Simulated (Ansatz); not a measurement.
Program: Ansatz 0.2.0.

A structure relaxed at PBE0-D4/def2-TZVP, charge 0, multiplicity 1:

| atom | x (Å) | y (Å) | z (Å) |
| --- | --- | --- | --- |
| B1 | -1.315 | 0.101 | 1.571 |
| C2 | -0.289 | -0.774 | 0.877 |
| C3 | 0.416 | -0.430 | -0.230 |
| C4 | 0.313 | 0.863 | -0.966 |
| S5 | 1.550 | -1.594 | -0.866 |
| H6 | -1.881 | -0.306 | 2.544 |
| H7 | -1.587 | 1.200 | 1.180 |
| H8 | -0.081 | -1.765 | 1.280 |
| H9 | 0.010 | 0.685 | -2.002 |
| H10 | -0.412 | 1.521 | -0.494 |
| H11 | 1.285 | 1.363 | -0.991 |
| H12 | 1.993 | -0.865 | -1.903 |

Q: Give its formula and SMILES.

A: C3H7BS, `B/C=C(\C)S`.

Q: Point group (tolerance 0.08 Å, 0.16 Å for H)?

A: Cs.

Q: Summarise the bond lengths by kind.

A: 1 × B–C 1.516 Å; 2 × B–H 1.197 to 1.198 Å; 2 × C–C 1.357 to 1.491 Å; 4 × C–H 1.087 to 1.094 Å; 1 × C–S 1.745 Å; 1 × H–S 1.342 Å.
